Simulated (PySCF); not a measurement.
## Static response to an electric field

CH2B3F3O3S.
Geometry (PBE0-D3(BJ)/def2-SVP, Å), atoms numbered from 1 in this order:
```
atom  x, y, z in Å
F1    -2.3491   -0.6901    1.1874
C2    -2.5954   -0.4909   -0.0994
F3    -3.9027   -0.3179   -0.2507
F4    -2.2423   -1.5840   -0.7601
S5    -1.7736    1.0074   -0.7393
B6    -0.0301    0.5746   -0.4701
O7     0.3609   -0.6176    0.0686
B8     1.6970   -0.8835    0.2397
O9     2.6190    0.0584   -0.1336
B10    2.2319    1.2593   -0.6674
O11    0.8937    1.5137   -0.8409
H12    2.0484   -1.9289    0.7130
H13    3.0481    2.0827   -0.9802
```

Level: B3LYP/def2-SVPD (PySCF), static field, nuclei fixed, core orbitals frozen in the response. The polarisability tensor in these axes (au):

```
x   100.15   2.94   0.46
y     2.94  77.74  -8.01
z     0.46  -8.01  62.75
```

**Question.** Give the principal values, the mean and the anisotropy Δα = √{½[(α1 − α2)² + (α2 − α3)² + (α1 − α3)²]}.

**Answer.** Principal values 59.21, 80.89 and 100.53 au; mean 80.21 au = 11.89 Å³ = 13.23 × 10⁻⁴⁰ C²·m²/J; Δα = 35.80 au (45 % of the mean).

**Question.** What is the dipole moment, and where does it point?

**Answer.** (1.34, 0.41, -0.13) D, 1.41 D in size, pointing from the negative to the positive side. Measured along this direction, the outermost atoms are F3 at the negative end and H13 at the positive end.

**Question.** Molar refractivity from α?

**Answer.** Lorentz–Lorenz: R = (4π/3)N_A α = 2.5225 cm³/(mol·Å³) × 11.89 Å³ = 30.0 cm³/mol, in the limit of long wavelengths.

**Question.** Refractivity n − 1 of an ideal gas of it at 350 K and 1 atm, from the electronic α?

**Answer.** N = p/kT = 2.0968 × 10¹⁹ cm⁻³, so n − 1 = 2π × N × 11.89 × 10⁻²⁴ cm³ = 1566 × 10⁻⁶ at long wavelengths.

**Question.** What depolarisation ratio follows for Rayleigh scattering of linearly polarised light, taking the static tensor?

**Answer.** ρ = 3Δα²/(45ᾱ² + 4Δα²) = 3845.0/(289523 + 5126.6) = 0.013.

**Question.** In a dilute gas of rigid molecules at 500 K, how does the orientational term μ²/3kT compare with the electronic polarisability?

**Answer.** In Gaussian units μ²/3kT = 9.55 Å³ against 11.89 Å³, a ratio of 0.80; the Debye molar polarisation (4π/3)N_A(α + μ²/3kT) is 54.1 cm³/mol, leaving out the vibrational part.

Geometry: PBE0-D3(BJ)/def2-SVP, one conformer, isolated molecule.
